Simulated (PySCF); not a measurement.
**Radial density of Xe+ (xenon, charge +1)**

MN15, [Kr] 4d10 5s2 5p5, 2P determinant. All numbers are calculated (PySCF 2.14, scalar relativity through the core potential, in def2-SVP with the def2 core potential (28 electrons) (6s5p3d2f, 50 functions)). This is the valence pseudo-density: the core potential removes the inner electrons and smooths the orbitals near the nucleus.

```
r (bohr)  4πr²ρ (e/bohr)  4πr²(ρα − ρβ)
 0.00119       1.493e-05         0.0000
 0.00200       4.185e-05         0.0000
 0.00336       0.0001154         0.0000
 0.00565       0.0003047         0.0000
 0.00951       0.0007263         0.0000
  0.0160        0.001459         0.0000
  0.0269        0.002485         0.0000
  0.0452        0.003359         0.0000
  0.0761        0.005992         0.0000
   0.128         0.03364         0.0002
   0.215          0.3807         0.0019
   0.362           5.277         0.0333
   0.609           27.15         0.1303
    1.02           15.19         0.0245
    1.72           5.386         0.6093
    2.90           1.527         0.2502
    4.88         0.05381         0.0065
    8.20       9.741e-05         0.0000
```

Energies and moments cover only the electrons outside the core potential.
